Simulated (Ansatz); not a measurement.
Computed with Ansatz on PBE0-D4/def2-TZVP structures; ΔE is electronic, products minus reactants. CCSD(T)/CBS adds triple-zeta CCSD(T) − MP2 to the extrapolated MP2 energy (def2 sets, frozen cores). This one scheme is used for every species. Each species was taken in one conformer, which may not be the lowest.

Reaction (silylene formation by 1,1-elimination): `CO[SiH2]S[SiH](F)F` → `F[Si]F` + `CO[SiH2]S`

| species | HF/def2-QZVPP energy (Eh) |
| --- | --- |
| `CO[SiH2]S[SiH](F)F` | -1290.96093 |
| `F[Si]F` | -488.03047 |
| `CO[SiH2]S` | -802.85186 |

Q: Work out ΔE.

A: ΔE = (-488.03047) + (-802.85186) − (-1290.96093) = 0.07860 Eh = +49.3 kcal/mol. CCSD(T)/CBS gives +51.9 kcal/mol.

Largest T1 diagnostic among the species: 0.015.

From PBE to PBE0 (25 % exact exchange), in def2-TZVPP and without D4, ΔE moves by +4.7 kcal/mol. The D4 term adds +5.6 kcal/mol with B3LYP and +3.1 kcal/mol with PBE0; it sums over pairs of atoms, weighted by their polarisabilities, and B3LYP, whose exchange is more repulsive, gets the larger term.

B3LYP here is the variant with VWN-RPA as its local correlation; programs differ in this.
